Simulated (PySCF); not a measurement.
PySCF input file for VO₃, SMILES [O]=[V](=[O])=[O] (connectivity only; charge and spin as stated), neutral, multiplicity 2, B3LYP-D3(BJ)/def2-SVP. Geometry optimised at B3LYP-D3(BJ)/def2-SVP. The spin state was assumed, not searched.

```python
import numpy as np
from pyscf import gto, scf, dft, df
from pyscf.hessian import thermo

mol = gto.M(
    atom='''
    V     0.03695477    0.24842160    0.00000000
    O     0.77067509   -0.24875755    1.31748546
    O    -1.64759519   -0.21669701   -0.00000002
    O     0.77067512   -0.24875754   -1.31748545
    ''',
    basis='def2-SVP',
    charge=0,
    spin=1,
    max_memory=1600,
    verbose=3,
)
mf = dft.UKS(mol, xc='b3lyp').density_fit(auxbasis='def2-universal-jkfit')
mf.disp = 'd3bj'
mf.grids.level = 3
mf.conv_tol = 1e-11
mf.max_cycle = 100
mf.kernel()
fine, coarse = mf.grids, dft.Grids(mol).set(level=1).build(with_non0tab=True)
for _ in range(3):  # follow internal instabilities
    mf.grids = coarse
    mo, _, stable, _ = mf.stability(return_status=True, nroots=4)
    mf.grids = fine
    if stable:
        break
    mf.kernel(mf.make_rdm1(mo, mf.mo_occ))

# [left out here: the lines that compute and print the analytic Hessian (its translational invariance restored by hand, since the grid's response is missing), thermochemistry and intensities]
```

It prints:

```

WARN: HOMO -0.458138281189189 >= LUMO -0.45813828118919

converged SCF energy = -1169.38697445746  <S^2> = 0.77393354  2S+1 = 2.023792
<class 'pyscf.df.df_jk.DFUKS'> wavefunction is stable in the internal stability analysis

WARN: DFTD3 does not support analytical Hessian, using finite difference


WARN: Mole.unit (angstrom) is changed to Bohr

Mode                                 0                   1                   2
Irrep
Freq [cm^-1]                      178.4247            227.3622            346.5335
Reduced mass [au]                  20.7435             17.6411             17.4997
Force const [Dyne/A]                0.3891              0.5373              1.2381
Char temp [K]                     256.7133            327.1235            498.5846
Normal mode                   x     y     z       x     y     z       x     y     z
       0   V                 0.01  0.08 -0.00   -0.00 -0.00 -0.05   -0.03  0.04 -0.00
       1   O                -0.07 -0.08 -0.00   -0.11 -0.03 -0.00    0.09 -0.05 -0.12
       2   O                 0.10 -0.09  0.00   -0.00  0.00  0.17   -0.07 -0.01  0.00
       3   O                -0.07 -0.08  0.00    0.11  0.03 -0.00    0.09 -0.05  0.12
Mode                                 3                   4                   5
Irrep
Freq [cm^-1]                      635.6883           1011.3674           1037.6647
Reduced mass [au]                  20.8130             20.1910             17.5937
Force const [Dyne/A]                4.9553             12.1682             11.1615
Char temp [K]                     914.6139           1455.1325           1492.9684
Normal mode                   x     y     z       x     y     z       x     y     z
       0   V                 0.08  0.02 -0.00    0.00 -0.00  0.08    0.03 -0.04 -0.00
       1   O                -0.03  0.00  0.01   -0.07  0.05 -0.12   -0.08  0.05 -0.13
       2   O                -0.19 -0.07  0.00    0.00  0.00 -0.00    0.05  0.01  0.00
       3   O                -0.03  0.00 -0.01    0.07 -0.05 -0.12   -0.08  0.05  0.13
temperature 298.1500 [K]
pressure 101325.00 [Pa]
Rotational constants [GHz] 8.23081 7.39243 4.28122
Symmetry number 1
Zero-point energy (ZPE) 0.00783 [Eh]   20558.069 [J/mol]
                           tot       elec      trans        rot        vib
Entropy [J/mol/K]       299.902      5.763    166.047    103.037     25.055
Cv [J/mol/K]             53.856      0.000     12.472     12.472     28.913
Cp [J/mol/K]             62.171      0.000     20.786     12.472     28.913
Internal energy [J/mol]                      3718.434   3718.434  24989.886
Internal energy [Eh]   -1169.37462  -1169.38697
Enthalpy [J/mol]                             6197.391   3718.434  24989.886
Enthalpy [Eh]          -1169.37368
Gibbs free energy [J/mol]                  -43309.517 -27002.126  17519.747
Gibbs free energy [Eh] -1169.40774
mode   freq/cm-1   IR/(km/mol)
   1      178.42        53.757
   2      227.36         2.637
   3      346.53         9.035
   4      635.69        18.659
   5     1011.37       136.311
   6     1037.66        15.291
max |gradient| / (hartree/bohr): 7.756519840193467e-05
APT charges: [ 1.3172 -0.5287 -0.2599 -0.5286]
```

The calculation finished and met its thresholds.

Cost: very roughly 50 core-seconds.
